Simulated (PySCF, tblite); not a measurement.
Species: C6H14ClFSi.
Numbering: `[CH3:1][CH2:2][Si@@H:3]([F:4])[CH2:5][C@@H:6]([CH3:7])[CH2:8][Cl:9]` (hydrogens: H10, H11, H12 on C1; H13, H14 on C2; H15 on Si3; H16, H17 on C5; H18 on C6; H19, H20, H21 on C7; H22, H23 on C8)

Structure used (GFN2-xTB), in Å, numbered top down from 1:
```
atom  x, y, z in Å
C1     3.299    0.874    0.226
C2     2.651   -0.450    0.621
Si3    1.049   -0.818   -0.324
F4     0.593   -2.324    0.092
C5    -0.374    0.332    0.196
C6    -1.773   -0.270    0.032
C7    -2.841    0.708    0.520
C8    -2.053   -0.696   -1.403
Cl9   -1.824    0.643   -2.555
H10    4.224    1.030    0.778
H11    3.531    0.885   -0.836
H12    2.633    1.707    0.435
H13    2.461   -0.444    1.696
H14    3.360   -1.260    0.442
H15    1.256   -0.918   -1.765
H16   -0.328    1.261   -0.375
H17   -0.253    0.613    1.245
H18   -1.831   -1.185    0.633
H19   -2.661    0.984    1.556
H20   -2.828    1.611   -0.086
H21   -3.831    0.261    0.452
H22   -3.086   -1.025   -1.518
H23   -1.378   -1.491   -1.714
```

Computed with PBE0/pcSseg-1 in PySCF (dipole) on a GFN2-xTB geometry, gas phase.

Masses are those of the commonest isotopes; rigid-rotor values at the optimised geometry. The values belong to one conformer with, in the numbering `[CH3:1][CH2:2][Si@@H:3]([F:4])[CH2:5][C@@H:6]([CH3:7])[CH2:8][Cl:9]`, C1–C2–Si3–F4 174°, C2–Si3–C5–C6 -152°, Si3–C5–C6–C7 178°, C5–C6–C8–Cl9 -55°.

Give the principal moments of inertia and the rotational constants in cm⁻¹.

Ia = 317.25, Ib = 870.80, Ic = 913.92 u·Å²; 505379 MHz·u·Å²/I gives 1593, 580.4 and 553.0 MHz, that is A = 0.05314, B = 0.01936, C = 0.01845 cm⁻¹.

What kind of rotor is it?

A near-prolate asymmetric top: κ = (2 × 580.4 − 1593 − 553.0)/(1593 − 553.0) = -0.95.

Is it planar, by Δ = Ic − Ia − Ib?

Not planar: Δ = Ic − Ia − Ib = -274.13 u·Å². For a rigid frame Δ = −2 Σ m c², so Σ m c² = 137.07 u·Å² lies off the ab plane: 29.32 from hydrogen and 107.75 from heavier atoms. The atom farthest from that plane is 2.62 Å away.

Give the other two planar moments, Paa and Pbb, and the rms extents of the mass along the axes.

Paa = Σ m a² = (Ib + Ic − Ia)/2 = 733.73 and Pbb = Σ m b² = (Ia + Ic − Ib)/2 = 180.18 u·Å². With the mass M = 168.05 u, the rms extents √(P/M) along a, b and c are 2.09, 1.04, 0.90 Å.

Which types of transition are allowed, and where do some lines up to J = 2 fall?

The dipole components are |μa| = 0.77 D, |μb| = 0.52 D, |μc| = 1.42 D. The squared components, which scale the intensities, stand as 0.29 : 0.13 : 1.00 (a : b : c). Some lines, for components of 0.1 D or more:

```csv
type,branch,"J(Ka,Kc)",MHz,lower level (cm⁻¹)
c,Q,"2(1,2) ← 2(0,2)",986,0.113
c,Q,"1(1,1) ← 1(0,1)",1013,0.038
a,R,"1(0,1) ← 0(0,0)",1133,0.000
b,R,"2(0,2) ← 1(1,1)",1253,0.072
b,R,"1(1,1) ← 0(0,0)",2146,0.000
a,R,"2(1,2) ← 1(1,1)",2239,0.072
a,R,"2(0,2) ← 1(0,1)",2266,0.038
a,R,"2(1,1) ← 1(1,0)",2294,0.072
c,Q,"2(2,1) ← 2(1,1)",3038,0.149
b,Q,"2(2,0) ← 2(1,1)",3038,0.149
b,Q,"2(2,1) ← 2(1,2)",3120,0.146
b,R,"2(1,2) ← 1(0,1)",3252,0.038
c,R,"2(1,1) ← 1(0,1)",3334,0.038
b,R,"2(2,1) ← 1(1,0)",5332,0.072
c,R,"2(2,0) ← 1(1,0)",5333,0.072
c,R,"2(2,1) ← 1(1,1)",5359,0.072
b,R,"2(2,0) ← 1(1,1)",5360,0.072
```

Estimate the classical rotational partition function at 25 K, 200 K and 500 K.

Point group C1, symmetry number σ = 1; q = (√π/σ)·√((kT/h)³/(ABC)), k/h = 20836.6 MHz/K: 29500 at 25 K, 667000 at 200 K, 2640000 at 500 K.

Its GFN2-xTB frequencies are all real (lowest 24 cm⁻¹). No vibrational averaging or centrifugal distortion is included, and the geometry carries the error of its method. A rigid rotor knows nothing of internal rotation, which can split or shift real lines. Quadrupole hyperfine structure (35Cl) is left out.
